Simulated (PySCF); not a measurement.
CHF2O3S, SMILES O=S(=O)(O)[C](F)F, multiplicity 2.

Coordinates come from a TPSSh-D3(BJ)/def2-SVP optimisation. The isomer is the one that the SMILES or the coordinates give; other isomers of the formula were not compared. The values are those of a single conformer.

These are TDA-PBE0/def2-SVPD (PySCF 2.14.0) values and carry that method's errors.

Vertical excitations. 

```tsv
state	energy (eV)	λ (nm)	f	main pairs
root 1	4.94	251	0.005	β HOMO−1→LUMO 69 %, β HOMO→LUMO 27 %
root 2	5.15	241	0.002	β HOMO→LUMO 71 %, β HOMO−1→LUMO 27 %
root 3	5.59	222	0.000	β HOMO−2→LUMO 99 %
root 4	6.02	206	0.007	β HOMO−3→LUMO 91 %
root 5	6.43	193	0.015	α HOMO→LUMO 53 %, β HOMO−4→LUMO 34 %
root 6	6.61	188	0.041	α HOMO→LUMO 39 %, β HOMO−4→LUMO 57 %
root 7	6.88	180	0.001	α HOMO→LUMO+1 82 %
root 8	7.18	173	0.001	α HOMO→LUMO+2 79 %
root 9	7.76	160	0.031	α HOMO→LUMO+3 38 %, α HOMO→LUMO+4 29 %, α HOMO→LUMO+1 7 %, α HOMO→LUMO+5 6 %
root 10	7.79	159	0.001	β HOMO−6→LUMO 71 %, β HOMO−5→LUMO 17 %
```
Unrestricted roots are not spin-pure.
